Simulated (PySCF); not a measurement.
Structure with atom numbers: `[CH3:1][CH2:2][SiH2:3][B:4]([Cl:5])[Cl:6]` (H(Xn): hydrogen on atom n).

Geometry: PBE0-D3(BJ)/def2-SVP; GIAO shifts from PySCF 2.14.0 with density-fitted response routines, gas phase, non-relativistic, averaged over equivalent atoms.

At B97-2/pcSseg-1 (158 basis functions, 16 s wall time on 1 thread of an Arm Neoverse V1, shared host):
```csv
atoms,δ (ppm)
C1,13.1
C2,4.3
Si3,-53.8
B4,76.5
Cl5/Cl6,374.5
H(Si3),3.82
H(C1),1.09
H(C2),0.85
```

References, each an isolated molecule treated in the same way: TMS for ¹³C (σ = 183.69 ppm) and ²⁹Si (σ = 357.41 ppm) and ¹H (σ = 31.38 ppm); BF3·OEt2 for ¹¹B (σ = 101.82 ppm); HCl for ³⁵Cl (σ = 937.79 ppm).

Q: What do these become at PBE0/cc-pVTZ?

A: 
| atoms | δ at PBE0/cc-pVTZ | change |
| --- | --- | --- |
| C1 | 12.2 | -0.9 |
| C2 | 4.5 | +0.2 |
| Si3 | -53.7 | +0.1 |
| B4 | 78.9 | +2.4 |
| Cl5/Cl6 | 377.8 | +3.3 |
| H(Si3) | 3.97 | +0.15 |
| H(C1) | 1.08 | -0.01 |
| H(C2) | 0.91 | +0.06 |

δ = σ(ref) − σ, references computed at the same level: ¹³C (σ = 187.29 ppm), ²⁹Si (σ = 360.00 ppm), ¹H (σ = 31.29 ppm) vs TMS; ¹¹B (σ = 102.75 ppm) against BF3·OEt2; ³⁵Cl (σ = 952.42 ppm) against HCl.

The largest change is at Cl5/Cl6 (chlorine bonded to B). Cost: 290 basis functions, 46 s wall time on 1 thread of an Arm Neoverse V2, shared host.
